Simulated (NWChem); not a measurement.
System: AlSiNH6O5; SMILES [OH][Al]([OH])[NH][Si](O)(O)O

Here is an NWChem input.

```
start job
memory heap 200 mb stack 900 mb global 1100 mb
geometry units angstroms noautoz
  Si     0.012534     1.267239     0.054320
  O      1.550467     0.766791    -0.432633
  O     -0.587551     2.207552    -1.190607
  O      0.019072     2.316489     1.361881
  N     -0.794304    -0.212531     0.390902
  Al    -0.198971    -1.863235    -0.044688
  O     -1.290365    -3.157705     0.225192
  O      1.386861    -2.077950    -0.660764
  H      1.960816     1.405143    -1.042858
  H     -0.963022     3.050179    -0.881838
  H      0.166586     1.874250     2.215598
  H     -1.737586    -0.129067     0.783722
  H     -1.040030    -4.071049     0.017866
  H      1.834082    -1.206387    -0.719282
end
basis spherical
  * library aug-cc-pvdz
end
dft
  xc xpbe96 cpbe96
  iterations 150
  semidirect filesize 400000000
  mulliken
end
task dft energy
```

Parts of the log:

```
             Northwest Computational Chemistry Package (NWChem) 7.3.0
             --------------------------------------------------------

 C1  symmetry detected

                             Geometry "geometry" -> ""
                             -------------------------

 Output coordinates in angstroms (scale by  1.889725989 to convert to a.u.)

  No.       Tag          Charge          X              Y              Z
 ---- ---------------- ---------- -------------- -------------- --------------
    1 Si                  14.0000    -0.10476770     1.34826811    -0.00018165
    2 O                    8.0000     1.52214742     0.94554948     0.20904134
    3 O                    8.0000    -0.19227658     2.20540560    -1.43258917
    4 O                    8.0000    -0.69005795     2.43377847     1.13550609
    5 N                    7.0000    -0.89819312    -0.17505724     0.06266926
    6 Al                  13.0000    -0.08929331    -1.79086616     0.00081169
    7 O                    8.0000    -1.12453803    -3.15193019    -0.12329210
    8 O                    8.0000     1.61879105    -1.90912141     0.09556831
    9 H                    1.0000     2.11145232     1.59331219    -0.21684283
   10 H                    1.0000    -0.70574849     3.02764301    -1.35129171
   11 H                    1.0000    -0.88136275     2.02895492     1.99903883
   12 H                    1.0000    -1.92261319    -0.14804869     0.03285683
   13 H                    1.0000    -0.76277361    -4.05065466    -0.15892600
   14 H                    1.0000     2.00343112    -1.00975510     0.17459548

 Effective nuclear repulsion energy (a.u.)     565.0223827914

  pbe96 is a nonlocal functional; adding pw91lda local functional.

                                 NWChem DFT Module
                                 -----------------

 Summary of "ao basis" -> "ao basis" (spherical)
 ------------------------------------------------------------------------------
       Tag                 Description            Shells   Functions and Types
 ---------------- ------------------------------  ------  ---------------------
 Si                       aug-cc-pvdz               11       27   5s4p2d
 O                        aug-cc-pvdz                9       23   4s3p2d
 N                        aug-cc-pvdz                9       23   4s3p2d
 Al                       aug-cc-pvdz               11       27   5s4p2d
 H                        aug-cc-pvdz                5        9   3s2p

            General Information
            -------------------
          SCF calculation type: DFT
          Wavefunction type:  closed shell.
          No. of atoms     :    14
          No. of electrons :    80
           Alpha electrons :    40
            Beta electrons :    40
          Charge           :     0
          Spin multiplicity:     1
          Use of symmetry is: off; symmetry adaption is: off
          Maximum number of iterations: 150
          AO basis - number of functions:   246
                     number of shells:   106
          Convergence on energy requested:  1.00D-06
          Convergence on density requested:  1.00D-05
          Convergence on gradient requested:  5.00D-04

              XC Information
              --------------
          PerdewBurkeErnzerhof Exchange Functional  1.000
            Perdew 1991 LDA Correlation Functional  1.000 local
           PerdewBurkeErnz. Correlation Functional  1.000 non-local

             Grid Information
             ----------------
          Grid used for XC integration:  medium
          Radial quadrature: Mura-Knowles
          Angular quadrature: Lebedev.
          Tag              B.-S. Rad. Rad. Pts. Rad. Cut. Ang. Pts.
          ---              ---------- --------- --------- ---------
          Si                  1.10       88          18.0       590
          O                   0.60       49          19.0       434
          N                   0.65       49          14.0       434
          Al                  1.25       88          17.0       590
          H                   0.35       45          20.0       434
          Grid pruning is: on
          Number of quadrature shells:   740
          Spatial weights used:  Erf1

      Superposition of Atomic Density Guess
      -------------------------------------

 Sum of atomic energies:        -961.84362674

      Non-variational initial energy
      ------------------------------

 Total energy =    -964.326749
 1-e energy   =   -2453.833974
 2-e energy   =     924.484842
 HOMO         =      -0.395745
 LUMO         =      -0.072727

------------------------------------------------------------
EAF file 0: "./job.aoints.0" size=1935671296 bytes
------------------------------------------------------------
               write      read    awrite     aread      wait
               -----      ----    ------     -----      ----
     calls:     3692         0         0         0         0
   data(b): 1.94e+09  0.00e+00  0.00e+00  0.00e+00
   time(s): 0.00e+00  0.00e+00  0.00e+00  0.00e+00  0.00e+00
rate(mb/s): 0.00e+00  0.00e+00
------------------------------------------------------------

     ---------------------------------------------
      Total Density - Mulliken Population Analysis
     ---------------------------------------------

    Atom       Charge   Shell Charges
 -----------   ------   -------------------------------------------------------
    1 Si  14    11.06   2.00  2.03  0.62 -0.33 -0.11  6.01  0.90 -0.36 -0.04  0.50 -0.16
    2 O    8     9.15   2.00  0.86  0.90  0.22  3.03  1.93  0.21  0.00 -0.00
    3 O    8     9.07   2.00  0.86  0.90  0.18  3.06  1.90  0.16  0.01 -0.01
    4 O    8     9.04   2.00  0.86  0.91  0.16  3.05  1.91  0.15  0.00 -0.00
    5 N    7     8.52   2.00  0.79  0.77  0.37  2.59  1.71  0.30  0.01 -0.02
    6 Al  13    10.61   2.00  2.02  0.40 -0.27 -0.04  6.00  0.34  0.03  0.00  0.13 -0.01
    7 O    8     9.15   2.00  0.86  0.93  0.05  3.11  2.01  0.19  0.00 -0.00
    8 O    8     9.06   2.00  0.86  0.94 -0.02  3.10  2.03  0.13  0.00  0.00
    9 H    1     0.67   0.57  0.01  0.00  0.07  0.01
   10 H    1     0.67   0.57  0.02  0.01  0.07  0.01
   11 H    1     0.70   0.57  0.03  0.01  0.07  0.02
   12 H    1     0.97   0.62  0.24  0.04  0.05  0.02
   13 H    1     0.69   0.58  0.03  0.00  0.07  0.01
   14 H    1     0.64   0.56  0.04 -0.01  0.07 -0.02

   convergence    iter        energy       DeltaE   RMS-Dens  Diis-err
 ---------------- ----- ----------------- --------- --------- ---------
 d= 0,ls=0.0,diis     1   -965.8049233508 -1.53D+03  1.61D-02  2.39D+00
 d= 0,ls=0.0,diis     2   -965.2342611253  5.71D-01  8.22D-03  8.20D+00
 d= 0,ls=0.0,diis     3   -966.0350931256 -8.01D-01  1.96D-03  2.01D-01
 d= 0,ls=0.0,diis     4   -966.0413883026 -6.30D-03  9.97D-04  1.34D-01
 d= 0,ls=0.0,diis     5   -966.0548550602 -1.35D-02  1.97D-04  2.41D-03
  Resetting Diis
 d= 0,ls=0.0,diis     6   -966.0550450046 -1.90D-04  8.11D-05  7.60D-04
 d= 0,ls=0.0,diis     7   -966.0551174315 -7.24D-05  4.54D-05  2.56D-05
 d= 0,ls=0.0,diis     8   -966.0551080615  9.37D-06  3.08D-05  1.21D-04
 d= 0,ls=0.0,diis     9   -966.0551200180 -1.20D-05  4.22D-06  1.41D-06
 d= 0,ls=0.0,diis    10   -966.0551201744 -1.56D-07  1.00D-06  9.79D-08

         Total DFT energy =     -966.055120174388
      One electron energy =    -2461.538172471809
           Coulomb energy =     1021.596881877048
    Exchange-Corr. energy =      -91.136212371002
 Nuclear repulsion energy =      565.022382791374

 Numeric. integr. density =       79.999982141129

                       DFT Final Molecular Orbital Analysis
                       ------------------------------------

 Vector   38  Occ=2.000000D+00  E=-2.773893D-01
              MO Center=  3.3D-01, -2.8D-01,  2.2D-01, r^2= 7.4D+00
   Bfn.  Coefficient  Atom+Function         Bfn.  Coefficient  Atom+Function
  ----- ------------  ---------------      ----- ------------  ---------------
    78      0.290324   4 O  px              153      0.286668   7 O  pz
    34     -0.255926   2 O  pz               33     -0.208168   2 O  py
   175     -0.208696   8 O  py               81      0.196337   4 O  px
   156      0.191698   7 O  pz              174      0.189130   8 O  px
    37     -0.182640   2 O  pz               55     -0.135753   3 O  px

 Vector   39  Occ=2.000000D+00  E=-2.584410D-01
              MO Center=  8.2D-01, -2.0D+00,  4.3D-02, r^2= 3.2D+00
   Bfn.  Coefficient  Atom+Function         Bfn.  Coefficient  Atom+Function
  ----- ------------  ---------------      ----- ------------  ---------------
   176      0.502991   8 O  pz              179      0.342744   8 O  pz
   153     -0.317847   7 O  pz              156     -0.215430   7 O  pz
    34     -0.107041   2 O  pz              182      0.096808   8 O  pz
    37     -0.071632   2 O  pz              140     -0.065386   6 Al d  1
   159     -0.063156   7 O  pz              103      0.061620   5 N  pz

 Vector   40  Occ=2.000000D+00  E=-2.412521D-01
              MO Center= -5.2D-01, -8.5D-02,  1.4D-02, r^2= 3.2D+00
   Bfn.  Coefficient  Atom+Function         Bfn.  Coefficient  Atom+Function
  ----- ------------  ---------------      ----- ------------  ---------------
   103      0.484243   5 N  pz              106      0.349277   5 N  pz
   176     -0.192879   8 O  pz               55     -0.145267   3 O  px
    79      0.135367   4 O  py              179     -0.132007   8 O  pz
   100      0.125526   5 N  s               109      0.119513   5 N  pz
    56     -0.118029   3 O  py              153     -0.113060   7 O  pz

 Vector   41  Occ=0.000000D+00  E=-6.206632D-02
              MO Center= -2.3D-01, -4.3D-01,  1.7D-01, r^2= 1.2D+01
   Bfn.  Coefficient  Atom+Function         Bfn.  Coefficient  Atom+Function
  ----- ------------  ---------------      ----- ------------  ---------------
   123      0.550982   6 Al s               124      0.376579   6 Al s
   100     -0.370367   5 N  s                 4      0.338391   1 Si s
    99     -0.317872   5 N  s               122      0.205825   6 Al s
   195      0.203748   9 H  s               213      0.189376  11 H  s
   204      0.187523  10 H  s               149     -0.182302   7 O  s

 Vector   42  Occ=0.000000D+00  E=-3.263745D-02
              MO Center= -2.1D-01, -5.1D-02,  1.6D-02, r^2= 1.9D+01
   Bfn.  Coefficient  Atom+Function         Bfn.  Coefficient  Atom+Function
  ----- ------------  ---------------      ----- ------------  ---------------
   123      0.437050   6 Al s                 5      0.346056   1 Si s
   204     -0.314229  10 H  s               213     -0.285305  11 H  s
   195     -0.282991   9 H  s               135     -0.229698   6 Al py
   150     -0.206449   7 O  s               149     -0.202102   7 O  s
    16     -0.191269   1 Si py              100     -0.188009   5 N  s

 Vector   43  Occ=0.000000D+00  E=-1.584469D-02
              MO Center=  6.9D-01,  1.1D+00,  5.7D-01, r^2= 1.6D+01
   Bfn.  Coefficient  Atom+Function         Bfn.  Coefficient  Atom+Function
  ----- ------------  ---------------      ----- ------------  ---------------
   195      0.664697   9 H  s               213     -0.664276  11 H  s
   100      0.398559   5 N  s               134      0.256314   6 Al px
    31     -0.246658   2 O  s                15      0.208464   1 Si px
   132     -0.209233   6 Al py              194      0.209145   9 H  s
   212     -0.196212  11 H  s                 5     -0.191133   1 Si s

------------------------------------------------------------
EAF file 0: "./job.aoints.0" size=2834300928 bytes
------------------------------------------------------------
               write      read    awrite     aread      wait
               -----      ----    ------     -----      ----
     calls:     5406         9         0     48645     48645
   data(b): 2.83e+09  4.72e+06  0.00e+00  2.55e+10
   time(s): 0.00e+00  0.00e+00  0.00e+00  0.00e+00  0.00e+00
rate(mb/s): 0.00e+00  0.00e+00
------------------------------------------------------------

     ---------------------------------------------
      Total Density - Mulliken Population Analysis
     ---------------------------------------------

    Atom       Charge   Shell Charges
 -----------   ------   -------------------------------------------------------
    1 Si  14    12.06   2.00  2.06  0.70 -0.31 -0.11  6.03  1.39 -0.31 -0.06  0.78 -0.11
    2 O    8     8.74   2.01  0.82  0.90  0.31  2.87  1.62  0.21  0.01 -0.01
    3 O    8     8.64   2.01  0.83  0.91  0.27  2.87  1.59  0.17  0.01 -0.01
    4 O    8     8.60   2.01  0.83  0.91  0.25  2.87  1.59  0.16  0.01 -0.01
    5 N    7     7.77   2.02  0.72  0.76  0.37  2.45  1.24  0.23  0.01 -0.03
    6 Al  13    11.35   2.00  2.04  0.44 -0.19 -0.03  6.02  0.79  0.01 -0.00  0.35 -0.07
    7 O    8     8.67   2.01  0.82  0.92  0.11  2.86  1.70  0.25  0.01 -0.00
    8 O    8     8.61   2.01  0.82  0.93  0.08  2.85  1.71  0.20  0.01  0.00
    9 H    1     0.86   0.74 -0.01  0.01  0.08  0.05
   10 H    1     0.86   0.74 -0.00  0.01  0.08  0.04
   11 H    1     0.89   0.74  0.02  0.01  0.08  0.04
   12 H    1     1.18   0.77  0.29  0.04  0.06  0.03
   13 H    1     0.92   0.74  0.04 -0.00  0.08  0.05
   14 H    1     0.86   0.72  0.04 -0.01  0.08  0.03

     -------------------------------------------
      Total Density - Lowdin Population Analysis
     -------------------------------------------

    Atom       Charge   Shell Charges
 -----------   ------   -------------------------------------------------------
    1 Si  14    13.38   1.99  1.57  0.56  0.14  0.04  5.78  1.13  0.45  0.07  1.02  0.62
    2 O    8     8.02   1.91  0.77  0.54  0.09  2.67  1.68  0.25  0.01  0.10
    3 O    8     8.05   1.91  0.78  0.55  0.10  2.66  1.70  0.24  0.01  0.10
    4 O    8     8.05   1.91  0.78  0.55  0.10  2.66  1.70  0.24  0.01  0.10
    5 N    7     7.25   1.90  0.63  0.40  0.08  2.20  1.53  0.25  0.01  0.25
    6 Al  13    12.15   1.99  1.60  0.47  0.11  0.03  5.76  0.86  0.26  0.03  0.79  0.27
    7 O    8     8.14   1.91  0.77  0.56  0.10  2.66  1.76  0.28  0.01  0.09
    8 O    8     8.15   1.91  0.78  0.56  0.10  2.65  1.76  0.28  0.01  0.09
    9 H    1     1.10   0.49  0.12  0.02  0.18  0.29
   10 H    1     1.12   0.49  0.12  0.02  0.18  0.30
   11 H    1     1.12   0.49  0.13  0.02  0.18  0.30
   12 H    1     1.12   0.51  0.15  0.03  0.13  0.30
   13 H    1     1.15   0.50  0.13  0.02  0.19  0.31
   14 H    1     1.22   0.47  0.13  0.02  0.19  0.40

     Multipole analysis of the density
     ---------------------------------

     L   x y z        total         alpha         beta         nuclear
     -   - - -        -----         -----         ----         -------
     0   0 0 0      0.000000    -40.000000    -40.000000     80.000000

     1   1 0 0     -0.341013     -0.170506     -0.170506      0.000000
     1   0 1 0      0.567028      0.283514      0.283514     -0.000000
     1   0 0 1      0.279998      0.139999      0.139999      0.000000

     2   2 0 0    -44.154432   -153.583295   -153.583295    263.012158
     2   1 1 0      1.256242      0.073409      0.073409      1.109424
     2   1 0 1     -1.393836      0.062755      0.062755     -1.519347
     2   0 2 0    -42.204458   -561.606872   -561.606872   1081.009285
     2   0 1 1     -0.287744     -0.226485     -0.226485      0.165226
     2   0 0 2    -43.490507    -81.080692    -81.080692    118.670876
```

Level: PBE/aug-cc-pVDZ. The geometry was optimised at PBE-D3(BJ)/def2-SVP. Not confirmed as a minimum by frequencies.
